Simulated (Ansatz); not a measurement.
A nudged elastic band was laid between two geometries of AlF2HO + H4Si (10 atoms, charge 0, multiplicity 1).

These are results of Ansatz 0.2.0, RKS PBE0-D4/def2-SVP, not measurements.

```yaml
movable_images: 7
climbing_image: yes
spring: 5.0 eV/Å²
optimiser: quadratic models (default)
start_path: through a guess of the saddle point
force_threshold: 0.05 eV/Å
iteration_limit: 60
end_points: relaxed
```

Image 0:

```xyz
10
Properties=species:S:1:pos:R:3
Al 0.756 -0.871 -0.681
O 1.299 -0.169 -2.119
F -0.282 -2.167 -0.674
F 1.620 -0.595 0.718
H -0.526 0.512 -0.244
Si -0.858 0.834 1.211
H 0.963 -0.377 -2.992
H -0.916 -0.423 1.994
H 0.152 1.804 1.694
H -2.208 1.452 1.094
```

Image 8:

```xyz
10
Properties=species:S:1:pos:R:3
Al 0.503 -0.905 -0.045
O 0.866 0.165 -1.671
F -0.263 -2.043 -1.026
F 2.039 -1.318 0.467
H 0.714 1.115 -1.749
Si -0.840 0.551 1.371
H 0.417 -0.290 -2.401
H -1.028 0.028 2.762
H -0.203 1.906 1.499
H -2.204 0.791 0.793
```

(1) What changes between the two ends?

(2) What energy profile does the band end with?

(3) What is the geometry of the highest image?

(4) What are the harmonic wavenumbers there?

## Answers

(1) Bonds broken: H5–Si6. Bonds formed: O2–H5. AlF2HO + H4Si becomes AlF2H5OSi.

(2) The run converged. The highest image is number 4 of 0 to 8, 1.29 eV above the first end and 1.16 eV above the last; the last end lies 0.13 eV above the first. A vibrational analysis at the climbing image gives one clearly imaginary mode, 1237i cm⁻¹: a first-order saddle point. The orbitals stay closed-shell, which can raise the energy where a bond breaks towards radicals; this wasn't checked here.

```tsv
image	path coordinate (Å)	energy (eV)	H5–Si6 (Å)	O2–H5 (Å)
0	0.00	0.00	1.53	2.70
1	0.61	0.01	1.52	2.64
2	1.22	0.06	1.52	2.44
3	1.83	0.38	1.55	1.95
4	2.44	1.29	1.89	1.28
5	3.00	0.67	2.38	1.00
6	3.55	0.27	2.83	0.97
7	4.11	0.13	3.33	0.97
8	4.66	0.13	3.53	0.97
```

(3) 
```xyz
10
Properties=species:S:1:pos:R:3
Al 0.675 -1.019 -0.251
O 0.858 0.138 -1.633
F -0.337 -2.281 -0.620
F 2.037 -1.252 0.662
H 0.108 0.642 -0.721
Si -0.734 0.826 0.956
H 0.424 -0.009 -2.485
H -0.864 -0.232 2.016
H -0.052 2.006 1.562
H -2.115 1.180 0.514
```

(4) 1237i, 77, 108, 154, 189, 229, 299, 341, 363, 419, 460, 635, 671, 828, 868, 909, 927, 963, 1102, 1652, 2185, 2238, 2254, 3854 cm⁻¹.

Run time: 3.9 min on 2 threads of Intel(R) Xeon(R) 6975P-C (Granite Rapids) (shared host), peak memory 0.25 GiB.
